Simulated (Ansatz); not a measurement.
Program: Ansatz. Geometries: PBE0-D4/def2-TZVP. ΔE: electronic, gas phase. CCSD(T)/CBS is the MP2 limit (def2-TZVPP, def2-QZVPP) plus CCSD(T) − MP2 in def2-TZVPP, frozen cores. DFT in def2-TZVPP. For Ga outer-core shells are correlated without core-valence functions, which leaves a few kJ/mol of doubt a bond. Scalar relativity is left out up to krypton. Each species was taken in one conformer, which may not be the lowest.

Reaction (ligand exchange at a Ga–C bond): `B[CH]([GaH2])[SiH2]F` + `NB1CS1` → `[GaH2][NH]B1CS1` + `BC[SiH2]F`

| level | ΔE (kcal/mol) | difference from CCSD(T)/CBS |
| --- | --- | --- |
| PBE-D4 | -4.1 | 1.1 |
| PBE0-D4 | -4.2 | 1.0 |
| ωB97X-V | -5.9 | -0.7 |
| ωB97M-V | -5.1 | 0.1 |
| PBE | -4.6 | 0.6 |
| r2SCAN | -5.5 | -0.3 |
| PBE0 | -4.7 | 0.5 |
| HF/def2-TZVPP | -9.7 | -4.5 |
| CCSD/def2-TZVPP | -6.3 | -1.1 |
| CCSD(T)/def2-TZVPP | -5.9 | -0.7 |
| HF/def2-QZVPP | -10.0 | -4.8 |
| MP2/def2-QZVPP | -5.4 | -0.2 |
| SCS-MP2/def2-QZVPP | -6.5 | -1.3 |
| HF/CBS(def2) | -10.0 | -4.8 |
| MP2/CBS(def2) | -5.0 | 0.2 |
| CCSD/CBS(def2) | -5.7 | -0.5 |
| CCSD(T)/CBS | -5.2 | 0 |

Largest T1 diagnostic among the species: 0.014.

In def2-TZVPP, CCSD(T) changes the Hartree–Fock value by +3.9 kcal/mol (the triples alone add +0.5 kcal/mol) and MP2 by +4.1 kcal/mol. The D4 term adds +0.9 kcal/mol with B3LYP and +0.5 kcal/mol with PBE0; it sums over pairs of atoms, weighted by their polarisabilities, and B3LYP, whose exchange is more repulsive, gets the larger term.

B3LYP here is the variant with VWN-RPA as its local correlation; programs differ in this.
